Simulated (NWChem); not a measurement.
Species: hexafluoropropene (C3F6); SMILES FC(F)=C(F)C(F)(F)F

```xyz
9

F     -0.4617    -2.5798     0.0003
C      0.1700    -1.4235    -0.0005
F      1.4782    -1.5646    -0.0007
C     -0.4854    -0.2430    -0.0012
F     -1.8278    -0.2388     0.0008
C      0.1267     1.1325    -0.0001
F     -0.2459     1.8182     1.1039
F      1.4712     1.0787    -0.0327
F     -0.2992     1.8394    -1.0704
```
Atoms are numbered in this order, from 1.

Level: PBE-D3(BJ)/def2-SVP (NWChem), optimised geometry, unscaled harmonic frequencies. 

Question: List the harmonic frequencies with IR intensities, and the thermochemistry.

Answer: 
```csv
frequency (cm⁻¹),IR intensity (km/mol)
27,0.0
116,0.2
173,1.3
233,0.5
246,0.6
353,0.9
361,0.4
449,1.5
499,2.7
542,0.4
587,0.1
624,1.2
643,13.7
753,9.8
1025,285.9
1149,287.2
1190,179.1
1211,137.8
1325,202.9
1382,236.7
1786,145.1
```

```yaml
zero_point_energy: 21.0 kcal/mol
thermal correction to the enthalpy at 298.15 K (with zero-point energy): 26.6 kcal/mol
heat capacity Cv: 27.2 cal/(mol K)
entropy at 298.15 K and 1 atm (symmetry number 1): 91.2 cal/(mol K)
dipole_moment: 1.06 D
```

Rigid rotor and harmonic oscillator; modes under 100 cm⁻¹ make the entropy uncertain.
